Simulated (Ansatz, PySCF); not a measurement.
Te(SiH3)(GeH3) (GeH6SiTe), SMILES [SiH3][Te][GeH3].

The structure is a stationary point at PBE-D3(BJ)/def2-SVP. The structure was generated by enumeration, and PubChem lists no compound with its InChIKey, so it may never have been made. The def2 effective core potentials stand for the cores of Te; spin–orbit coupling is left out.

Vertical ionisation energy (IE) and electron affinity (EA) in eV. Rows of orbital energies are one-electron estimates. Where ΔSCF, EOM or ADC give a negative EA the extra electron is unbound and the value depends on the basis.

```csv
level,IE,EA
"−ε(HOMO), −ε(LUMO), CAM-B3LYP/def2-TZVP (PySCF)",7.63,0.06
"−ε(HOMO), −ε(LUMO), PBE/def2-TZVP (PySCF)",5.46,1.80
"ΔSCF, PBE0/def2-SVPD (Ansatz), final states of multiplicity 2 and 2",[?],[?]
"ΔSCF, PBE/def2-SVPD (Ansatz), final states of multiplicity 2 and 2",8.20,-0.16
```

### Question
Fill in the missing entries. (Estimate from the structure and the level; the computed values follow.)

### Answer

- ΔSCF, PBE0/def2-SVPD (Ansatz, a program for electronic structure), final states of multiplicity 2 and 2, IE: 8.28
- ΔSCF, PBE0/def2-SVPD (Ansatz), final states of multiplicity 2 and 2, EA: -0.28

### Question
What vertical singlet–triplet gap does ΔSCF give with PBE0/def2-SVPD (Ansatz) and with PBE/def2-SVPD (Ansatz)? (The exact figures need the calculation; the answer reports its results.)

### Answer
3.74 and 3.60 eV (triplet above singlet where positive).
